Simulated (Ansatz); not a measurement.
Calculated with Ansatz (gas phase, PBE0-D4/def2-TZVP geometries, no zero-point term in ΔE). CBS: MP2 limit from def2 TZ/QZ plus the TZ coupled-cluster correction, frozen cores. DFT in def2-TZVPP. One conformer a species, not always the lowest.

Consider the redistribution: `C=[C](Cl)[AlH][SiH3]` + `[SiH3]BO[SiH3]` → `[SiH3][BH][AlH][SiH3]` + `C=C(Cl)O[SiH3]`.

```json
{"species": "`C=[C](Cl)[AlH][SiH3]`", "PBE energy (Eh)": "-1071.37625"}
{"species": "`[SiH3]BO[SiH3]`", "PBE energy (Eh)": "-682.93380"}
{"species": "`[SiH3][BH][AlH][SiH3]`", "PBE energy (Eh)": "-850.53232"}
{"species": "`C=C(Cl)O[SiH3]`", "PBE energy (Eh)": "-903.70036"}
```

Q: Work out ΔE.

A: ΔE = (-850.53232) + (-903.70036) − (-1071.37625) − (-682.93380) = 0.07737 Eh = +2.11 eV. CCSD(T)/CBS gives +2.37 eV.

Largest T1 diagnostic among the species: 0.014.

From PBE to PBE0 (25 % exact exchange), in def2-TZVPP and without D4, ΔE moves by +0.06 eV.
